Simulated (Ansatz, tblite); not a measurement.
Removing and adding an electron: GeEt3(NMeEt) (C9H23GeN). The state is a singlet with charge 0. Geometry: PBE-D4/def2-SVP. Ansatz, gas phase; energy differences of separate SCF runs; the oxidised species was run as a doublet alone; the reduced species was run as a doublet alone.

```xyz
34

Ge   -0.463   -0.265    0.248
C     0.337   -2.011    0.724
C     1.706   -1.882    1.398
H     0.399   -2.638   -0.191
H    -0.390   -2.526    1.389
H     2.149   -2.872    1.639
H     2.426   -1.339    0.752
H     1.640   -1.313    2.349
C    -0.615    0.878    1.858
C    -1.353    0.192    3.014
H    -1.132    1.818    1.572
H     0.414    1.168    2.157
H    -1.440    0.853    3.902
H    -2.384   -0.105    2.729
H    -0.831   -0.730    3.346
C    -2.255   -0.520   -0.575
C    -2.221   -1.310   -1.888
H    -2.690    0.490   -0.735
H    -2.907   -1.021    0.174
H    -3.233   -1.438   -2.327
H    -1.595   -0.803   -2.651
H    -1.798   -2.327   -1.748
N     0.733    0.580   -0.913
C     1.395   -0.158   -1.967
C     0.608    2.008   -1.160
C     1.910    2.790   -0.942
H     0.885   -0.068   -2.963
H     2.447    0.180   -2.119
H     1.445   -1.238   -1.723
H     0.237    2.200   -2.203
H    -0.172    2.428   -0.488
H     1.767    3.871   -1.153
H     2.260    2.679    0.105
H     2.720    2.428   -1.608
```

The xTB rows come from tblite.

Task: Estimate orbital energies and vertical ionisation energies and electron affinities at: GFN1-xTB; GFN2-xTB; PBE-D4/def2-SVP; PBE0-D4/def2-SVP.

Result: 
```json
{"level": "GFN1-xTB", "−HOMO (eV)": "9.77", "vertical IE (eV)": "12.57", "−LUMO (eV)": "4.71", "vertical EA (eV)": "2.58", "HOMO–LUMO gap (eV)": "5.07", "IE − EA (eV)": "9.99", "remarks": "–"}
{"level": "GFN2-xTB", "−HOMO (eV)": "8.96", "vertical IE (eV)": "11.85", "−LUMO (eV)": "2.94", "vertical EA (eV)": "0.49", "HOMO–LUMO gap (eV)": "6.02", "IE − EA (eV)": "11.36", "remarks": "–"}
{"level": "PBE-D4/def2-SVP", "−HOMO (eV)": "4.27", "vertical IE (eV)": "7.05", "−LUMO (eV)": "-0.47", "vertical EA (eV)": "-2.08", "HOMO–LUMO gap (eV)": "4.74", "IE − EA (eV)": "9.12", "remarks": "HOMO above zero (-1 doublet)"}
{"level": "PBE0-D4/def2-SVP", "−HOMO (eV)": "5.59", "vertical IE (eV)": "7.27", "−LUMO (eV)": "-1.32", "vertical EA (eV)": "-2.47", "HOMO–LUMO gap (eV)": "6.92", "IE − EA (eV)": "9.73", "remarks": "HOMO above zero (-1 doublet)"}
```

   A HOMO above zero means that the electron is unbound at that level or that self-interaction error raises the level; the energy of removing that electron tells which. Raw xTB energy differences between charge states are shifted by several eV; the methods need an empirical correction for them. Sets without diffuse functions give affinities that are too small. A negative affinity means that the extra electron isn't bound; its size then hangs on the basis.
